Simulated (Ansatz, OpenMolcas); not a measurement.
**TiNH2Cl3: a line through the functionals**

TiNH2Cl3: 7 atoms, total charge 0, spin state singlet. SMILES: `[NH2][Ti]([Cl])([Cl])[Cl]`. The shape is that of a PBE0-D4/def2-TZVP optimisation.

The vertical energy of the triplet above the singlet y, in eV, basis def2-SVP; a is the functional's share of exact exchange. Programs: Ansatz 0.2.0, OpenMolcas 26.06.

| functional | program | a | y (eV) |
| --- | --- | --- | --- |
| PBE | Ansatz | 0 | 3.35 |
| r2SCAN | OpenMolcas | 0 | 3.25 |
| B3LYP | OpenMolcas | 0.2 | ? |
| PBE0 | OpenMolcas | 0.25 | 3.01 |
| BHLYP | OpenMolcas | 0.5 | 2.45 |

Problem. Fit y = c + s·a to the known rows and predict B3LYP.

Solution. 
1. Means of the 4 rows: a = 0.1875, y = 3.015.
2. Σ(Δa)² = 0.17188, Σ(Δa·Δy) = -0.28375, so the slope is -0.28375/0.17188 = -1.6509.
3. Intercept: 3.015 − (-1.6509) × 0.1875 = 3.325. The largest residual of the fit is 0.098.
4. B3LYP: 3.325 + (-1.6509) × 0.2 = 2.99 eV.

The run gave 3.09 eV, so the prediction is off by -0.10 eV, about the largest residual. Exact exchange favours the state with more unpaired electrons. The rows mix families of semi-local functionals, which the line can't see.
